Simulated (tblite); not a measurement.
Parent: `[CH3:1][S:2][SiH2:3][C:4]1=[CH:5][CH2:6][C@@H:7]1[F:8]` with C1–S2–Si3–C4 57°, S2–Si3–C4–C5 69°, C5H9FSSi.

The geometries are computed with GFN2-xTB (gas phase). One conformer each, not checked by frequencies here.

```
coordinate of the parent    value
                   C1–S2  1.823 Å
                  S2–Si3  2.146 Å
                  Si3–C4  1.875 Å
                   C4=C5  1.340 Å
                   C5–C6  1.501 Å
                   C6–C7  1.546 Å
                   C7–F8  1.374 Å
                   C4–C7  1.517 Å
               C1–S2–Si3   100.0°
               S2–Si3–C4   109.0°
               Si3–C4–C5   137.1°
               Si3–C4–C7   130.7°
                C5–C4–C7    92.1°
                C4–C5–C6    95.7°
                C5–C6–C7    85.1°
                C6–C7–F8   115.0°
                C4–C7–C6    87.0°
                C4–C7–F8   115.7°
```

Task: How does the shared frame change in `[CH3:1][S:2][CH2:3][SiH2:4][C:5]1=[CH:6][CH2:7][C@H:8]1[F:9]` with C1–S2–C3–Si4 -65°, S2–C3–Si4–C5 -167°, C3–Si4–C5–C6 9°, C6H11FSSi? Atoms pair as Si3 = Si4, C4 = C5, C5 = C6, C6 = C7, C7 = C8, F8 = F9 (parent first).

Result: 
```json
{"parent": "Si3–C4", "relative": "Si4–C5", "value in the relative": "1.869 Å", "change": "-0.006"}
{"parent": "C4=C5", "relative": "C5=C6", "value in the relative": "1.340 Å", "change": "0.000"}
{"parent": "C5–C6", "relative": "C6–C7", "value in the relative": "1.501 Å", "change": "0.000"}
{"parent": "C6–C7", "relative": "C7–C8", "value in the relative": "1.547 Å", "change": "+0.001"}
{"parent": "C7–F8", "relative": "C8–F9", "value in the relative": "1.372 Å", "change": "-0.002"}
{"parent": "C4–C7", "relative": "C5–C8", "value in the relative": "1.514 Å", "change": "-0.003"}
{"parent": "Si3–C4–C5", "relative": "Si4–C5–C6", "value in the relative": "138.1°", "change": "+1.0"}
{"parent": "Si3–C4–C7", "relative": "Si4–C5–C8", "value in the relative": "129.7°", "change": "-1.0"}
{"parent": "C5–C4–C7", "relative": "C6–C5–C8", "value in the relative": "92.2°", "change": "+0.1"}
{"parent": "C4–C5–C6", "relative": "C5–C6–C7", "value in the relative": "95.7°", "change": "0.0"}
{"parent": "C5–C6–C7", "relative": "C6–C7–C8", "value in the relative": "85.0°", "change": "-0.1"}
{"parent": "C6–C7–F8", "relative": "C7–C8–F9", "value in the relative": "115.3°", "change": "+0.3"}
{"parent": "C4–C7–C6", "relative": "C5–C8–C7", "value in the relative": "87.0°", "change": "0.0"}
{"parent": "C4–C7–F8", "relative": "C5–C8–F9", "value in the relative": "116.0°", "change": "+0.3"}
```

Of the parent's bonds, Si3–C4 changes most (-0.006 Å). Bonds of the relative outside the shared frame: C1–S2 1.813, S2–C3 1.822, C3–Si4 1.906 Å. Point group C1 → C1.

Task: How does the shared frame change in `[CH3:1][CH2:2][CH2:3][S:4][SiH2:5][C:6]1=[CH:7][CH2:8][C@@H:9]1[F:10]` with C1–C2–C3–S4 -67°, C2–C3–S4–Si5 106°, C3–S4–Si5–C6 172°, S4–Si5–C6–C7 -13°, C7H13FSSi? Atoms pair as C1 = C3, S2 = S4, Si3 = Si5, C4 = C6, C5 = C7, C6 = C8, C7 = C9, F8 = F10 (parent first).

Result: 
```csv
parent,relative,value in the relative,change
C1–S2,C3–S4,1.835 Å,+0.012
S2–Si3,S4–Si5,2.144 Å,-0.002
Si3–C4,Si5–C6,1.860 Å,-0.015
C4=C5,C6=C7,1.339 Å,-0.001
C5–C6,C7–C8,1.502 Å,+0.001
C6–C7,C8–C9,1.547 Å,+0.001
C7–F8,C9–F10,1.373 Å,-0.001
C4–C7,C6–C9,1.512 Å,-0.005
C1–S2–Si3,C3–S4–Si5,101.7°,+1.7
S2–Si3–C4,S4–Si5–C6,105.1°,-3.9
Si3–C4–C5,Si5–C6–C7,137.7°,+0.6
Si3–C4–C7,Si5–C6–C9,129.8°,-0.9
C5–C4–C7,C7–C6–C9,92.4°,+0.3
C4–C5–C6,C6–C7–C8,95.4°,-0.3
C5–C6–C7,C7–C8–C9,85.1°,0.0
C6–C7–F8,C8–C9–F10,115.4°,+0.4
C4–C7–C6,C6–C9–C8,86.9°,-0.1
C4–C7–F8,C6–C9–F10,115.9°,+0.2
```

Of the parent's bonds, Si3–C4 changes most (-0.015 Å). Bonds of the relative outside the shared frame: C1–C2 1.522, C2–C3 1.521 Å. Point group C1 → C1.
